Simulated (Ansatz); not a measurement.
Gas-phase electronic energies from Ansatz, PBE0-D4/def2-TZVP geometries. CCSD(T)/CBS is the MP2 limit (def2-TZVPP, def2-QZVPP) plus CCSD(T) − MP2 in def2-TZVPP, frozen cores. Functionals use def2-TZVPP. B3LYP here is the variant with VWN-RPA as its local correlation; programs differ in this. For Ge outer-core shells are correlated without core-valence functions, which leaves a few kJ/mol of doubt a bond. Scalar relativity is left out up to krypton. Each species was taken in one conformer, which may not be the lowest.

Consider the cleavage of the Ge–Si bond: `[AlH2][NH][SiH2][GeH3]` + `OC(O)O` → `OC(O)[O][GeH3]` + `[AlH2][NH][SiH3]`.

`[AlH2][NH][SiH2][GeH3]`:

```xyz
12

Al   -2.300   -0.047    1.319
N    -1.198   -0.299   -0.061
Si    0.087    0.709   -0.629
Ge    2.198   -0.394   -0.524
H    -3.373   -1.174    1.609
H    -2.136    1.279    2.162
H    -1.319   -1.159   -0.581
H     0.115    1.916    0.240
H    -0.129    1.154   -2.036
H     2.161   -1.709   -1.327
H     2.563   -0.751    0.929
H     3.332    0.474   -1.102
```

`OC(O)O`:

Z-matrix (Å, degrees):
```
C
O 1 1.384
O 1 1.401 2 106.2
O 1 1.375 2 109.5 3 -122.4
H 1 1.099 2 112.0 3 120.8
H 2 0.962 1 107.5 3 -30.2
H 3 0.962 1 108.1 2 178.5
H 4 0.965 1 106.9 2 49.0
```

`OC(O)[O][GeH3]`:

Cartesian coordinates in Å:
```
O -0.973 0.549 -0.871
C -0.547 -0.723 -0.445
O -0.476 -1.622 -1.488
O 0.689 -0.561 0.126
Ge 0.969 0.851 1.207
H -1.852 0.460 -1.250
H -1.275 -1.148 0.262
H 0.271 -1.355 -2.036
H 2.233 0.436 1.969
H 1.202 2.120 0.381
H -0.241 0.994 2.144
```

`[AlH2][NH][SiH3]`:

Z-matrix (Å, degrees):
```
Si
N 1 1.727
H 1 1.490 2 112.2
H 1 1.485 2 107.4 3 -119.7
H 1 1.490 2 112.2 3 120.6
Al 2 1.782 1 129.3 3 119.7
H 2 1.012 1 114.6 3 -60.3
H 6 1.583 2 117.4 1 180.0
H 6 1.580 2 118.1 1 0.0
```

(1) Is it downhill or uphill in electronic energy at CCSD(T)/CBS, and by how much? (An estimate is asked.)

(2) What do these levels give: r2SCAN-D4, B3LYP-D4, PBE, HF/def2-TZVPP, CCSD(T)/def2-TZVPP, HF/CBS(def2)? (An estimate is asked.)

Largest T1 diagnostic among the species: 0.012.

Answers

(1) The calculation gave: Downhill: ΔE = -0.12 eV.

(2) Ansatz gave: r2SCAN-D4 -0.09, B3LYP-D4 -0.12, PBE 0.04, HF/def2-TZVPP -0.34, CCSD(T)/def2-TZVPP -0.17, HF/CBS(def2) -0.35 eV.

In def2-TZVPP, CCSD(T) changes the Hartree–Fock value by +0.17 eV (the triples alone add +0.01 eV) and MP2 by +0.12 eV.
